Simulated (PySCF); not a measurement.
SMILES CC(C)(C)[OH2+] (charge +1), GFN2-xTB optimised geometry.

```
16

C      0.64     0.82     0.00
C      0.15     0.08     1.22
C      0.49    -1.39     1.21
C      0.49     0.77     2.52
O     -1.41     0.11     1.18
H      1.73     0.82     0.00
H      0.32     1.86     0.00
H      0.32     0.35    -0.92
H      0.01    -1.91     2.04
H      1.56    -1.51     1.32
H      0.20    -1.86     0.27
H      0.01     0.27     3.36
H      0.20     1.82     2.51
H      1.57     0.72     2.68
H     -1.73     1.03     1.21
H     -1.73    -0.34     0.37
```

Density from CAM-B3LYP/def2-TZVP (PySCF 2.14.0) at that geometry.

Minimum of the electron density along straight lines between bonded atoms, close to the bond critical point (lines longer than 1.1 times the sum of covalent radii, or with two minima, are not listed):

```json
[
 {"bond": "C1–C2", "length / Å": "1.511", "ρ at the minimum / e bohr⁻³": "0.261", "∇²ρ there / e bohr⁻⁵": "-0.69", "position (fraction from the first atom)": "0.47"},
 {"bond": "C2–C3", "length / Å": "1.511", "ρ at the minimum / e bohr⁻³": "0.261", "∇²ρ there / e bohr⁻⁵": "-0.69", "position (fraction from the first atom)": "0.53"},
 {"bond": "C2–C4", "length / Å": "1.511", "ρ at the minimum / e bohr⁻³": "0.261", "∇²ρ there / e bohr⁻⁵": "-0.69", "position (fraction from the first atom)": "0.53"},
 {"bond": "C2–O5", "length / Å": "1.556", "ρ at the minimum / e bohr⁻³": "?", "∇²ρ there / e bohr⁻⁵": "?", "position (fraction from the first atom)": "0.36"},
 {"bond": "C1–H6", "length / Å": "1.087", "ρ at the minimum / e bohr⁻³": "0.281", "∇²ρ there / e bohr⁻⁵": "-0.98", "position (fraction from the first atom)": "0.65"},
 {"bond": "C1–H7", "length / Å": "1.088", "ρ at the minimum / e bohr⁻³": "0.281", "∇²ρ there / e bohr⁻⁵": "-0.97", "position (fraction from the first atom)": "0.64"},
 {"bond": "C1–H8", "length / Å": "1.088", "ρ at the minimum / e bohr⁻³": "0.281", "∇²ρ there / e bohr⁻⁵": "-0.97", "position (fraction from the first atom)": "0.64"},
 {"bond": "C3–H9", "length / Å": "1.087", "ρ at the minimum / e bohr⁻³": "0.283", "∇²ρ there / e bohr⁻⁵": "-0.99", "position (fraction from the first atom)": "0.65"},
 {"bond": "C3–H10", "length / Å": "1.086", "ρ at the minimum / e bohr⁻³": "0.282", "∇²ρ there / e bohr⁻⁵": "-0.99", "position (fraction from the first atom)": "0.65"},
 {"bond": "C3–H11", "length / Å": "1.088", "ρ at the minimum / e bohr⁻³": "0.281", "∇²ρ there / e bohr⁻⁵": "-0.97", "position (fraction from the first atom)": "0.64"},
 {"bond": "C4–H12", "length / Å": "1.087", "ρ at the minimum / e bohr⁻³": "0.283", "∇²ρ there / e bohr⁻⁵": "-0.99", "position (fraction from the first atom)": "0.65"},
 {"bond": "C4–H13", "length / Å": "1.088", "ρ at the minimum / e bohr⁻³": "0.281", "∇²ρ there / e bohr⁻⁵": "-0.97", "position (fraction from the first atom)": "0.64"},
 {"bond": "C4–H14", "length / Å": "1.086", "ρ at the minimum / e bohr⁻³": "0.282", "∇²ρ there / e bohr⁻⁵": "-0.99", "position (fraction from the first atom)": "0.65"},
 {"bond": "O5–H15", "length / Å": "0.979", "ρ at the minimum / e bohr⁻³": "0.336", "∇²ρ there / e bohr⁻⁵": "-2.39", "position (fraction from the first atom)": "0.82"},
 {"bond": "O5–H16", "length / Å": "0.979", "ρ at the minimum / e bohr⁻³": "0.336", "∇²ρ there / e bohr⁻⁵": "-2.39", "position (fraction from the first atom)": "0.82"}
]
```

Task: What belongs in the gaps?

Result: 
- C2–O5, ρ at the minimum / e bohr⁻³: 0.169
- C2–O5, ∇²ρ there / e bohr⁻⁵: -0.13
